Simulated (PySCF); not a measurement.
Si(F)(Me)(Et)(OH) (C3H9FOSi), SMILES C(C)[Si](O)(C)F.

Coordinates come from a B3LYP-D3(BJ)/def2-SVP optimisation. The values are those of a single conformer.

All values below come from TDA-PBE/def2-SVPD (PySCF).

Vertical excitations. Isolated molecule, no solvent.

List the lowest excited states. (The exact figures need the calculation; the answer reports its results.)


```
state  energy (eV)  λ (nm)      f        main pairs
-----  -----------  ------  -----  ----------------
S1            6.46     192  0.033   HOMO→LUMO 100 %
S2            6.99     177  0.006  HOMO→LUMO+1 99 %
S3            7.45     167  0.020  HOMO−1→LUMO 98 %
S4            7.63     162  0.011  HOMO→LUMO+2 99 %
S5            7.86     158  0.037  HOMO−2→LUMO 92 %
S6            7.89     157  0.004  HOMO→LUMO+3 90 %
T1            6.32     196      0   HOMO→LUMO 100 %
T2            6.84     181      0  HOMO→LUMO+1 99 %
```
Triplets are in the Tamm–Dancoff approximation.
